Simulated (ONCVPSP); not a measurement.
# What one change does to a pseudopotential (boron (B), ONCV)

```json
{"Element": "B", "Generator": "ONCVPSP 4.0.1", "Type": "optimised norm-conserving Vanderbilt (ONCV)", "Functional": "PBE", "Relativity": "scalar-relativistic", "Frozen core": "[He]", "Valence charge": "3", "Reference configuration": "2s2 2p0.5 (charge +0.5)", "Partial waves": "2s: rc 1.35 bohr, ncon 4, nbas 9, qcut 5.7 1/bohr, local; 2p: rc 2.90 bohr, ncon 4, nbas 8, qcut 5.2 1/bohr, 2 projectors, debl 2 Ha", "Local potential": "the s channel", "Core correction": "Teter function, fcfact 1.5, rcfact 1.05"}
```

Change: core correction Teter function, fcfact 7.4, rcfact 1.05.

Cutoffs: the cutoffs (Ha) at which the residual kinetic energy of the hardest occupied pseudo-wave falls to 1 and 0.1 mHa per electron; they do not see the model core or the augmentation charge, which bear on the density cutoff. Errors are all-electron minus pseudo energies relative to the spin-unpolarised reference configuration.

Q: Predict the effect on cutoff, ghosts and configuration errors.

A: The potential gets neither clearly harder nor softer (12 Ha and 16 Ha → 12 Ha and 16 Ha); the errors of the 4 common tests hardly move; neither file shows a bound ghost. A model core, the more so a compact one, raises the density cutoff, which this test does not measure.

```csv
quantity,base,changed
"cutoff, loose",12 Ha,12 Ha
"cutoff, tight",16 Ha,16 Ha
bound ghosts,none,none
GHOST(+) flags under 300 eV,none,none
"error for 2s2 2p1, meV [ΔE -2.89 eV]",+9.5,+9.7
"error for 2s2 2p0, meV [ΔE 5.33 eV]",+26,+26
"error for 2s1 2p0, meV [ΔE 30.75 eV]",+140,+148
"error for 2s0 2p3, meV [ΔE 8.83 eV]",+0.7,-0.4
s: phases at 1.37 bohr within 0.05 rad from the reference energy up to (Ha; the scan ends near 5),3.6,3.6
p: phases at 2.94 bohr within 0.05 rad from the reference energy up to (Ha; the scan ends near 5),2.6,2.6
"rms error of d²Exc/dni dnj with the model core, mHa",3.33,3.84
```
